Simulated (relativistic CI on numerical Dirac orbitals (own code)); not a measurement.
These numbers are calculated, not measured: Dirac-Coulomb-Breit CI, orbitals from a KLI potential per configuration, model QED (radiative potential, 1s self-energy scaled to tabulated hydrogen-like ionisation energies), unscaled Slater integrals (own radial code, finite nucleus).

The strongest absorption lines from the ground level of an ion, among the configurations computed and to levels below about 6660 eV (vacuum wavelength in Å, gf): 2.5307 (0.096), 2.5732 (0.069), 3.4918 (0.27), 3.5646 (0.014), 3.6618 (0.25), 8.6357 (0.00046), 21.593 (0.62), 78.163 (0.052).

(1) Which ion is it?
A. Re65+
B. Tb53+
C. Yb58+
D. Re63+

Answers

(1) D. Re63+ has 12 electrons and the ground level 3s2 1S_0; the strongest line goes to 3s 3p 1P°_1. The pattern of lines fixes the number of electrons, and along that sequence the line energies rise steadily with the charge (about as its square where n changes within one kind of shell, about linearly where n is kept but much faster in heavy ions where fine structure, which grows about as Z⁴, sets the gap, and irregularly where shells cross), which fixes Z. Configurations outside the model, such as inner-shell arrays, can give stronger lines. At this charge energies of transitions that change n are usually good to better than 1 %, and those within a shell (Δn = 0) to a few per cent.

LS names give the leading component of a level, which can be under half, so a name can repeat, a term be missing and a line seem to break the LS rules.
